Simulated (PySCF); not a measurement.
InH2Cl, SMILES [Cl][InH2].

The structure is a stationary point at PBE-D3(BJ)/def2-TZVP. The def2 effective core potentials stand for the cores of In; spin–orbit coupling is left out.

Calculation: IEF-PCM-PBE0/def2-SVP (PySCF).

The values are the electrostatic part of the solvation free energy, E(continuum) − E(gas) at the gas-phase geometry, in a cavity of scaled van der Waals radii (PySCF's table); cavitation and dispersion terms are not included. A continuum can't describe solvent molecules that bind to the metal. In vacuum the orbital gap is 6.10 eV. The dipole moment in vacuum is 2.86 D.

| solvent | ε | ΔG(elec) (kcal/mol) | dipole (D) | gap (eV) |
|---|---|---|---|---|
| water | 78.36 | -6.3 | 3.78 | 6.77 |
| tetrahydrofuran | 7.43 | -5.1 | 3.62 | 6.65 |
| n-hexane | 1.88 | -2.3 | 3.20 | 6.35 |
